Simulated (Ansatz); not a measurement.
Input file for `[AlH2][SiH2][GeH3]`:

```yaml
crystal:
  periodic: [false, false, false]
  atoms:
    - {symbol: Al, position_ang: [-1.901718, 0.583324, -1.010891]}
    - {symbol: Si, position_ang: [0.470601, 0.777490, -0.451387]}
    - {symbol: Ge, position_ang: [1.083625, -0.974993, 1.050595]}
    - {symbol: H, position_ang: [-2.362442, -0.312974, -2.238127]}
    - {symbol: H, position_ang: [-2.997199, 1.296853, -0.109702]}
    - {symbol: H, position_ang: [0.798366, 2.065865, 0.225480]}
    - {symbol: H, position_ang: [1.355003, 0.656003, -1.646583]}
    - {symbol: H, position_ang: [2.569371, -0.896347, 1.441221]}
    - {symbol: H, position_ang: [0.241424, -0.897562, 2.337256]}
    - {symbol: H, position_ang: [0.825969, -2.348957, 0.405137]}
basis:
  gaussian: {orbitals: def2-SVP}
correlation: {method: ccsd_t}
```

```sh
$ ansatz run in.yaml --threads 2 --pin off --events-out ev --progress --plain --max-ram 4352MiB
```

Output of Ansatz, abridged:

```
Functional definition: HF
1000 factors; integrals over basis functions are off by at most 1.5e-3 eV
mean field evaluation 1: about -71016.0173 eV, gradient 1.5e1 eV
mean field evaluation 2: about -71016.0195 eV, gradient 1.5e1 eV
mean field evaluation 4: about -71017.2473 eV, gradient 2.2e0 eV
mean field evaluation 8: about -71017.2581 eV, gradient 3.0e-2 eV
mean field evaluation 16: about -71017.2550 eV, gradient 3.2e-1 eV
mean field -71017.25806398 eV, -2609.8360966249 hartree, gradient 1.0e-6 eV, S^2 0.000000; 0 other end points of the search recorded, 0 dependent functions left out
19 core orbitals not correlated: weight in the atoms' cores, before any rotation towards them, 1.000 or more for the frozen orbitals, at most 0.000 for the correlated occupied ones
reference -71017.25806398 eV, -2609.8360966249 hartree; 14, 14 occupied and 70, 70 virtual orbitals, 1000 factors
second order -11.03291336 eV of doubles, -0.00000000 eV of singles
cycle   1  -11.81820588 eV  change   -7.9e-1 eV  update   9.5e-2
cycle   2  -12.36032592 eV  change   -5.4e-1 eV  update   3.1e-2
cycle   3  -12.40148229 eV  change   -4.1e-2 eV  update   1.2e-2
cycle   4  -12.39838268 eV  change    3.1e-3 eV  update   3.4e-3
cycle   5  -12.39816289 eV  change    2.2e-4 eV  update   9.3e-4
cycle   6  -12.39754445 eV  change    6.2e-4 eV  update   3.3e-4
cycle   7  -12.39745438 eV  change    9.0e-5 eV  update   1.3e-4
cycle   8  -12.39749636 eV  change   -4.2e-5 eV  update   4.8e-5
cycle   9  -12.39750970 eV  change   -1.3e-5 eV  update   1.7e-5
perturbative correction -0.33261400 eV, -0.0122233390 hartree
Total energy: -71029.98818768 eV, -2610.3039200422 hartree
```

Hardware: 2 threads of an Intel Xeon Platinum 8259CL on a shared host. Wall time 9 s, peak host memory 0.39 GiB.

MP2 recovers 86.7 % of the CCSD(T) correlation energy and the triples give 2.6 %; T1 = 0.0112.
